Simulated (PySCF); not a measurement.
Be(F)(Me) (CH₃BeF), SMILES [CH3][Be][F]. Atoms are numbered in the order given.

```xyz
6

Be     0.0000     0.0000    -0.1768
F      0.0000     0.0000    -1.5580
C      0.0000     0.0000     1.5009
H      0.8796     0.5078     1.9081
H      0.0000    -1.0157     1.9081
H     -0.8796     0.5078     1.9081
```
Charge 0, spin multiplicity 1.

Coordinates come from a r2SCAN-D4/def2-TZVP optimisation.

All values below come from PySCF with r2SCAN/def2-TZVPD.

Symmetry labels are those of the subgroup Cs that the program uses (full group C3v).

Computed valence orbital energies around the gap with their symmetry:
```json
[
 {"orbital": "HOMO−7", "symmetry": "A'", "energy (eV)": "-30.22"},
 {"orbital": "HOMO−6", "symmetry": "A'", "energy (eV)": "-17.63"},
 {"orbital": "HOMO−5", "symmetry": "A'", "energy (eV)": "-11.29"},
 {"orbital": "HOMO−4", "symmetry": "A\"", "energy (eV)": "-10.19"},
 {"orbital": "HOMO−3", "symmetry": "A'", "energy (eV)": "-10.19"},
 {"orbital": "HOMO−2", "symmetry": "A\"", "energy (eV)": "-9.81"},
 {"orbital": "HOMO−1", "symmetry": "A'", "energy (eV)": "-9.81"},
 {"orbital": "HOMO", "symmetry": "A'", "energy (eV)": "-7.84"},
 {"orbital": "LUMO", "symmetry": "A'", "energy (eV)": "-0.21"},
 {"orbital": "LUMO+1", "symmetry": "A'", "energy (eV)": "0.35"},
 {"orbital": "LUMO+2", "symmetry": "A\"", "energy (eV)": "0.35"},
 {"orbital": "LUMO+3", "symmetry": "A'", "energy (eV)": "1.05"}
]
```
